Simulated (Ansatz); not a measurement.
`N[SiH](F)Cl` + HCl → `N[SiH](Cl)Cl` + H–F at 298.15 K and 1 bar (ligand exchange at the Si–F bond).

Program: Ansatz. Geometries: PBE0-D4/def2-TZVP. ΔE: electronic, gas phase. CCSD(T)/CBS is the MP2 limit (def2-TZVPP, def2-QZVPP) plus CCSD(T) − MP2 in def2-TZVPP, frozen cores. This one scheme is used for every species. One conformer a species, not always the lowest.

```json
{"species": "`N[SiH](F)Cl`", "CCSD(T)/CBS energy (Eh)": "-905.31614", "H − E (kJ/mol)": "121.5", "S (J/(mol·K))": "316.9"}
{"species": "HCl", "CCSD(T)/CBS energy (Eh)": "-460.38127", "H − E (kJ/mol)": "26.6", "S (J/(mol·K))": "186.8"}
{"species": "`N[SiH](Cl)Cl`", "CCSD(T)/CBS energy (Eh)": "-1265.28357", "H − E (kJ/mol)": "119.2", "S (J/(mol·K))": "329.0"}
{"species": "H–F", "CCSD(T)/CBS energy (Eh)": "-100.39570", "H − E (kJ/mol)": "33.5", "S (J/(mol·K))": "173.6"}
```

H − E and S are ideal-gas, rigid-rotor, harmonic terms from PBE0-D4/def2-TZVP, for one conformer and one mirror image of each species. 1 Eh = 2625.50 kJ/mol, R = 8.31446 J/(mol·K).

By hand: ΔE, ΔH, ΔS and ΔG.

ΔE = (-1265.28357) + (-100.39570) − (-905.31614) − (-460.38127) = 0.01814 Eh = 47.6 kJ/mol. Δ(H − E) = 119.2 + 33.5 − 121.5 − 26.6 = 4.6, so ΔH = 52.2 kJ/mol. ΔS = 329.0 + 173.6 − 316.9 − 186.8 = -1.1 J/(mol·K). ΔG = 52.2 − 298.15 × (-1.1)/1000 = 52.5 kJ/mol.

By hand: the equilibrium constant, and the temperature at which ΔG would vanish if ΔH and ΔS stayed fixed.

log₁₀ K = −ΔG/(RT ln 10) = -9.2. ΔH and −TΔS have one sign here, so there is no such temperature. One of them is within its doubt of zero, so this could turn.

The number of gas molecules stays the same, so ΔS is small and ΔH decides. A doubt of 5 kJ/mol in ΔE shifts log₁₀ K by 0.9 here. Other conformers and mirror images would add mixing entropy, several J/(mol·K) or more a flexible species. These are equilibria of isolated gas molecules and say nothing of rates. Largest T1 diagnostic: 0.010 (customary marks: 0.02 for closed shells, 0.045 for open ones).
